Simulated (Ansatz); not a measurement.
Geometry optimisation, Ansatz 0.2.0, RKS r2SCAN-D4/def2-SVP.

Input:

```yaml
crystal:
  periodic: [false, false, false]
  atoms:
    - { symbol: Si, position_ang: [-0.70067, -0.699419, 0.670822] }
    - { symbol: H, position_ang: [1.701448, 0.39615, 1.01597] }
    - { symbol: F, position_ang: [1.650773, 0.694685, 0.140895] }
    - { symbol: O, position_ang: [-1.654649, 0.577418, 0.227638] }
    - { symbol: Si, position_ang: [-2.405875, 1.41383, -1.020463] }
    - { symbol: H, position_ang: [-3.876685, 1.196526, -0.916343] }
    - { symbol: H, position_ang: [-2.106152, 2.862541, -0.8573] }
    - { symbol: H, position_ang: [-1.921582, 0.94157, -2.348069] }
    - { symbol: F, position_ang: [-0.609608, -1.556401, -0.72615] }
basis:
  gaussian: { orbitals: def2-SVP }
hamiltonian:
  xc: r2scan
  dispersion: d4
relax:
  f_tol: 0.03
  max_steps: 50
```

Launched with:

```bash
$ ansatz run input.yaml --threads 4 --pin off --max-ram 5120MiB --backend cpu --events-out ev --progress --plain --runs-dir out
```

Q: Where does it end, and by what steps?

A: The run converged. The force dipped under the threshold on the way, but the program's further checks kept it going. After 41 steps the energy has fallen by 0.157 eV; H2 moved furthest, 1.41 Å.

| step | energy less start (eV) | largest force component (eV/Å) | accepted |
| --- | --- | --- | --- |
| 0 | 0.0000 | 0.203 | yes |
| 2 | -0.0150 | 0.582 | yes |
| 4 | -0.0401 | 0.410 | yes |
| 6 | -0.0492 | 0.283 | yes |
| 8 | -0.0514 | 0.651 | no |
| 10 | -0.0589 | 0.221 | yes |
| 12 | -0.0623 | 0.090 | yes |
| 14 | -0.0638 | 0.055 | yes |
| 16 | -0.0652 | 0.040 | yes |
| 18 | -0.0682 | 0.069 | yes |
| 20 | -0.0551 | 0.978 | no |
| 22 | -0.0709 | 0.426 | no |
| 24 | -0.0743 | 0.090 | yes |
| 26 | -0.0773 | 0.441 | yes |
| 28 | -0.0947 | 0.664 | yes |
| 30 | -0.1115 | 0.341 | yes |
| 32 | -0.1211 | 0.988 | yes |
| 34 | -0.1492 | 0.084 | yes |
| 36 | -0.1537 | 0.067 | yes |
| 38 | -0.1559 | 0.048 | yes |
| 40 | -0.1566 | 0.043 | yes |
| 41 | -0.1568 | 0.023 | yes |

```xyz
9
Properties=species:S:1:pos:R:3
Si -0.812 -0.798 0.857
H 0.692 0.825 0.124
F 1.289 0.091 0.189
O -1.100 0.807 0.331
Si -2.035 1.461 -0.915
H -3.317 0.710 -1.032
H -2.305 2.884 -0.573
H -1.287 1.395 -2.203
F -1.048 -1.549 -0.591
```

Time of the run: 79 s on 4 threads of Arm Neoverse V1 (shared host), peak memory 0.17 GiB.
